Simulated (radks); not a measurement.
Task: Neutral indium, configuration [Kr] 4d9 5p4 (not the ground configuration). All-electron calculation, scalar-relativistic Kohn-Sham, r2SCAN, spin-polarised, spherical densities, finite nucleus; open shells are filled with parallel spins first (spin-orbit coupling, left out, can overturn this in heavy ions); meta-GGA in the generalised Kohn-Sham scheme; Fermi nuclear charge, rms radius 4.6156 fm. Program: a radial shooting solver on a logarithmic mesh with Libxc functionals. Some entries of the table are withheld. Estimate them.

orbital,occ.,eigenvalue (eV),<1/r> (bohr^-1),<r> (bohr)
1s up,1,-27816.28,51.85,0.02972
1s down,1,-27816.21,51.85,0.02972
2s up,1,-4189.119,11.83,0.1285
2s down,1,-4188.759,11.83,0.1285
2p up,3,-3758.060,11.38,0.1122
2p down,3,-3757.756,11.38,0.1122
3s up,1,-809.4713,4.196,0.3478
3s down,1,-809.3566,4.195,0.3478
3p up,3,-667.2809,3.989,0.3466
3p down,3,-667.1142,3.989,0.3466
3d up,5,-447.0687,3.753,0.3243
3d down,5,-446.7567,3.753,0.3243
4s up,1,-133.1727,1.631,0.8464
4s down,1,-131.9141,1.631,0.8465
4p up,3,-90.3911,1.482,0.9156
4p down,3,-89.1258,1.482,0.9155
4d up,5,-28.1542,1.175,1.134
4d down,4,-26.8302,1.178,1.129
5p up,3,(1),0.4165,3.043
5p down,1,(2),0.3913,3.272

Result: 
(1) 5p up eigenvalue (eV): -5.6632
(2) 5p down eigenvalue (eV): -3.7663
